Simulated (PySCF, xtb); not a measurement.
F4Se, SMILES F[Se](F)(F)F (connectivity only; charge and spin as stated), charge +1, multiplicity 2.

Geometry optimised at B3LYP-D3(BJ)/def2-SVP. The multiplicity is an assumed one; other spin states were not compared. The isomer is the one that the SMILES or the coordinates give; other isomers of the formula were not compared.

These are C-PCM-PBE0/def2-SVP (PySCF 2.14.0) values and carry that method's errors.

The values are the electrostatic part of the solvation free energy, E(continuum) − E(gas) at the gas-phase geometry, in a cavity of scaled van der Waals radii (PySCF's table); cavitation and dispersion terms are not included.

| solvent | ε | ΔG(elec) (kcal/mol) |
|---|---|---|
| water | 78.36 | -68.7 |
| diethylether | 4.24 | -53.0 |
| N,N-dimethylformamide | 37.22 | -67.7 |

For comparison, GFN2-xTB/ALPB(water) (xtb, at the GFN2-xTB geometry, all terms of that model) gives -63.7 kcal/mol.
